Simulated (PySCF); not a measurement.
**Exercise with solution: oscillator strength and radiative lifetime**

CH7ClFNSi2, SMILES CN[SiH2][Si@@H](F)Cl.

Geometry: B3LYP-D3(BJ)/def2-SVP. The structure was generated by enumeration; whether it is a known compound was not checked. One conformer was computed; it need not be the lowest.

TDDFT-PBE/def2-SVPD (PySCF 2.14.0) puts the first singlet state with f over 0.02 at 5.50 eV (vertical), with the transition dipole (-0.298, -0.046, -0.266) in atomic units.

Problem. Find the oscillator strength, the wavelength and the radiative lifetime that this transition would have in vacuum if emission retraced absorption.

Solution. 
|μ|² = 0.1617 au, so |μ| = 1.02 D. ΔE = 5.50/27.211 = 0.2021 hartree. f = (2/3) ΔE |μ|² = 0.022 (the program prints 0.022).
λ = 1239.84/5.50 = 225 nm; ν = 44360 cm⁻¹.
Einstein's coefficient A = 0.6670 ν² f s⁻¹ (ν in cm⁻¹) = 2.9e7 s⁻¹, so τ = 1/A = 35 ns. This state is S3; the lower singlets have f = 0.002, 0.008. The figure is the radiative limit of this one transition; relaxation, internal conversion, crossing to triplets and a medium change what is measured.
